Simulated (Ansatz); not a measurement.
Molecule: dimethylsilane, C2H8Si (charge 0, singlet). SMILES: C[SiH2]C
Geometry: optimised at B3LYP-D3(BJ)/def2-TZVP (Ansatz, an electronic-structure program).

Wanted: atomisation energy (electronic, to ground-state atoms), in kJ/mol. Valence correlation only, unless marked. Open shells are spin-unrestricted. No spin-orbit coupling. No relativistic terms. The coupled-cluster limit lacks core correlation, which all-electron functionals hold. CBS(X,Y): correlation extrapolated as X^-3; Hartree-Fock from the larger set (for Q and 5 zeta extrapolated as (X+1)exp(-9√X)).

| level | program | atomisation energy (kJ/mol) |
|---|---|---|
| PBE0/def2-SVP | Ansatz | 3882.0 |
| PBE0-D3(BJ)/def2-TZVPD | Ansatz + dftd3 | 3890.8 |
| PBE0-D4/def2-TZVP | Ansatz + dftd4 | (withheld) |
| HSE06/def2-TZVPD | Ansatz | (withheld) |
| B2PLYP-D3(BJ)/def2-TZVPD | Ansatz + dftd3 | (withheld) |
| SCS-MP2/6-31G | Ansatz | 3307.1 |
| SCS-MP2/cc-pV(D+d)Z | Ansatz | 3641.5 |
| CCSD/6-31G* | Ansatz | 3503.1 |
| CCSD/cc-pV(D+d)Z | Ansatz | 3614.4 |
| CCSD(T)/CBS(cc-pV(Q+d)Z,cc-pV(5+d)Z) | Ansatz | (withheld) |

Q: Complete the blanks.

A: 
- PBE0-D4/def2-TZVP, atomisation energy (kJ/mol): 3888.6
- HSE06/def2-TZVPD, atomisation energy (kJ/mol): 3878.0
- B2PLYP-D3(BJ)/def2-TZVPD, atomisation energy (kJ/mol): 3860.5
- CCSD(T)/CBS(cc-pV(Q+d)Z,cc-pV(5+d)Z), atomisation energy (kJ/mol): 3899.4
